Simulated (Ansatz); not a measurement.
Compare A (`O=[C]([SiH3])[SnH3]`) with its isomer B (`[SnH3][SiH]1CO1`).

Isolated molecules relaxed with PBE0-D4/def2-TZVP in Ansatz; ΔE leaves out vibrations. CCSD(T)/CBS is the MP2 limit (def2-TZVPP, def2-QZVPP) plus CCSD(T) − MP2 in def2-TZVPP, frozen cores. DFT in def2-TZVPP. B3LYP here is the variant with VWN-RPA as its local correlation; programs differ in this. Elements past krypton have def2 core potentials. For Sn outer-core shells are correlated without core-valence functions, which leaves a few kJ/mol of doubt a bond.

(1) Which is lower in electronic energy at CCSD(T)/CBS, and by how much? (Estimate.)

(2) Give E(B) − E(A) in kcal/mol with B3LYP, B2PLYP, PBE-D4, MP2/def2-TZVPP, CCSD/def2-TZVPP, HF/def2-TZVPP, ωB97M-V. (An estimate is asked.)

Largest T1 diagnostic: 0.016.

## Answers

(1) Ansatz gave: B, by 19.3 kcal/mol.

(2) The calculation gave: B3LYP -15.4, B2PLYP -16.8, PBE-D4 -18.1, MP2/def2-TZVPP -20.5, CCSD/def2-TZVPP -17.9, HF/def2-TZVPP -13.1, ωB97M-V -18.9. None reverses the order clearly.

In def2-TZVPP, CCSD(T) changes the Hartree–Fock value by −4.4 kcal/mol (the triples alone add +0.3 kcal/mol) and MP2 by −7.4 kcal/mol. From PBE to PBE0 (25 % exact exchange), in def2-TZVPP and without D4, E(B) − E(A) moves by −2.6 kcal/mol.
